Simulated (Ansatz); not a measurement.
C2H6MgO, SMILES `C[CH2][Mg][OH]`. Total charge 0; spin multiplicity 1. Geometry: relaxed with PBE0-D4/def2-TZVP. It is one conformer, not always the lowest.

```xyz
10

C     1.564    0.119   -0.291
C     0.139    0.126   -0.848
Mg   -1.408   -0.145    0.533
O    -2.718   -0.373    1.693
H     1.807   -0.826    0.206
H     2.319    0.266   -1.072
H     1.720    0.910    0.449
H    -0.047    1.070   -1.376
H     0.039   -0.651   -1.616
H    -3.415   -0.496    2.322
```

(1) What is the dipole moment at B3LYP/def2-TZVPP? (An estimate is asked.)

(2) And with PBE, r2SCAN, ωB97M-V? (Best estimate.)

(3) Give the Mulliken charges with B3LYP, r2SCAN, ωB97M-V in def2-TZVPP. (Best estimate.)

Results:

(1) Ansatz gave: 0.13 D, with components (-0.09, 0.01, -0.09) D in this frame, pointing from negative to positive charge.

(2) The calculation gave: PBE 0.13 D, r2SCAN 0.17 D, ωB97M-V 0.18 D.

(3) Ansatz gave: 
```csv
atom,B3LYP,r2SCAN,ωB97M-V
C1,-0.23,-0.10,-0.30
C2,-0.51,-0.51,-0.59
Mg3,0.77,0.85,0.79
O4,-0.61,-0.65,-0.59
H5,0.07,0.03,0.10
H6,0.08,0.03,0.10
H7,0.07,0.03,0.10
H8,0.10,0.08,0.13
H9,0.10,0.08,0.13
H10,0.15,0.17,0.13
```

B3LYP here is the variant with VWN-RPA as its local correlation; programs differ in this.
